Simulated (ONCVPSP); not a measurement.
Scattering properties, ONCV potential for iridium

```json
{"Element": "iridium", "Generator": "ONCVPSP 4.0.1", "Type": "optimised norm-conserving Vanderbilt (ONCV)", "Functional": "PBE", "Relativity": "scalar-relativistic", "Frozen core": "[Kr] 4d10 4f14", "Valence charge": "17", "Reference configuration": "5s2 5p6 5d7 6s1 6p1", "Partial waves": "5s+6s: rc 1.70 bohr, ncon 4, nbas 8, qcut 5.6 1/bohr, 3 projectors, debl 2.3 Ha; 5p+6p: rc 1.70 bohr, ncon 4, nbas 9, qcut 8.3 1/bohr, 3 projectors, debl 3.6 Ha; 5d: rc 2.25 bohr, ncon 3, nbas 8, qcut 6.1 1/bohr, 2 projectors, debl 2.9 Ha", "Local potential": "polynomial inside 1.45 bohr (lpopt 5, dvloc0 7 Ha)", "Core correction": "Teter function, fcfact 2.25, rcfact 1.45"}
```

The phase is arctan(r·R′/R) of the radial function R(r), unwrapped; energies in Ha, scanned from -5 to 5 Ha. A pole is an energy at which the radial function vanishes at the test radius. The pseudo phase is shifted by a multiple of π to meet the all-electron one at the reference energy, and phase errors are pseudo minus all-electron; the curves can meet again beyond the range given. Levels narrower than the energy grid can be missing from the lists of poles.

Task: For each channel, where are the poles, and over which energies does the pseudopotential scatter like the atom?

Result:

```json
{"channel": "s", "radius (bohr)": "1.73", "reference energy (Ha)": "-0.28", "poles, all-electron": "-3.41", "poles, pseudo": "-3.41", "unbroken range about the reference energy with phases within 0.05 rad": "the whole range", "phase error 1 Ha above the reference energy (rad)": "+0.000"}
{"channel": "p", "radius (bohr)": "1.73", "reference energy (Ha)": "-0.08", "poles, all-electron": "-1.52", "poles, pseudo": "-1.52", "unbroken range about the reference energy with phases within 0.05 rad": "the whole range", "phase error 1 Ha above the reference energy (rad)": "+0.000"}
{"channel": "d", "radius (bohr)": "2.29", "reference energy (Ha)": "-0.33", "poles, all-electron": "0.05, 4.45", "poles, pseudo": "0.05, 4.47", "unbroken range about the reference energy with phases within 0.05 rad": "the whole range", "phase error 1 Ha above the reference energy (rad)": "+0.001"}
```

Phases in the d channel:

```json
{"E (Ha)": "-4.96", "all-electron": "1.406", "pseudo": "1.406"}
{"E (Ha)": "-4.72", "all-electron": "1.401", "pseudo": "1.401"}
{"E (Ha)": "-4.48", "all-electron": "1.395", "pseudo": "1.396"}
{"E (Ha)": "-4.24", "all-electron": "1.389", "pseudo": "1.389"}
{"E (Ha)": "-4.00", "all-electron": "1.383", "pseudo": "1.383"}
{"E (Ha)": "-3.76", "all-electron": "1.375", "pseudo": "1.375"}
{"E (Ha)": "-3.52", "all-electron": "1.366", "pseudo": "1.367"}
{"E (Ha)": "-3.28", "all-electron": "1.357", "pseudo": "1.357"}
{"E (Ha)": "-3.04", "all-electron": "1.345", "pseudo": "1.345"}
{"E (Ha)": "-2.80", "all-electron": "1.332", "pseudo": "1.332"}
{"E (Ha)": "-2.56", "all-electron": "1.316", "pseudo": "1.316"}
{"E (Ha)": "-2.32", "all-electron": "1.297", "pseudo": "1.297"}
{"E (Ha)": "-2.08", "all-electron": "1.273", "pseudo": "1.273"}
{"E (Ha)": "-1.84", "all-electron": "1.240", "pseudo": "1.241"}
{"E (Ha)": "-1.60", "all-electron": "1.196", "pseudo": "1.196"}
{"E (Ha)": "-1.36", "all-electron": "1.128", "pseudo": "1.128"}
{"E (Ha)": "-1.12", "all-electron": "1.008", "pseudo": "1.009"}
{"E (Ha)": "-0.88", "all-electron": "0.742", "pseudo": "0.743"}
{"E (Ha)": "-0.64", "all-electron": "-0.046", "pseudo": "-0.046"}
{"E (Ha)": "-0.40", "all-electron": "-1.052", "pseudo": "-1.052"}
{"E (Ha)": "-0.16", "all-electron": "-1.422", "pseudo": "-1.422"}
{"E (Ha)": "0.08", "all-electron": "-1.586", "pseudo": "-1.585"}
{"E (Ha)": "0.32", "all-electron": "-1.692", "pseudo": "-1.692"}
{"E (Ha)": "0.56", "all-electron": "-1.785", "pseudo": "-1.785"}
{"E (Ha)": "0.80", "all-electron": "-1.890", "pseudo": "-1.889"}
{"E (Ha)": "1.04", "all-electron": "-2.035", "pseudo": "-2.034"}
{"E (Ha)": "1.28", "all-electron": "-2.284", "pseudo": "-2.282"}
{"E (Ha)": "1.52", "all-electron": "-2.775", "pseudo": "-2.771"}
{"E (Ha)": "1.76", "all-electron": "-3.506", "pseudo": "-3.503"}
{"E (Ha)": "2.00", "all-electron": "-4.011", "pseudo": "-4.010"}
{"E (Ha)": "2.24", "all-electron": "-4.261", "pseudo": "-4.261"}
{"E (Ha)": "2.48", "all-electron": "-4.397", "pseudo": "-4.397"}
{"E (Ha)": "2.72", "all-electron": "-4.481", "pseudo": "-4.481"}
{"E (Ha)": "2.96", "all-electron": "-4.539", "pseudo": "-4.539"}
{"E (Ha)": "3.20", "all-electron": "-4.582", "pseudo": "-4.582"}
{"E (Ha)": "3.44", "all-electron": "-4.616", "pseudo": "-4.615"}
{"E (Ha)": "3.68", "all-electron": "-4.644", "pseudo": "-4.643"}
{"E (Ha)": "3.92", "all-electron": "-4.667", "pseudo": "-4.667"}
{"E (Ha)": "4.16", "all-electron": "-4.689", "pseudo": "-4.687"}
{"E (Ha)": "4.40", "all-electron": "-4.708", "pseudo": "-4.707"}
{"E (Ha)": "4.64", "all-electron": "-4.727", "pseudo": "-4.725"}
{"E (Ha)": "4.88", "all-electron": "-4.746", "pseudo": "-4.743"}
```
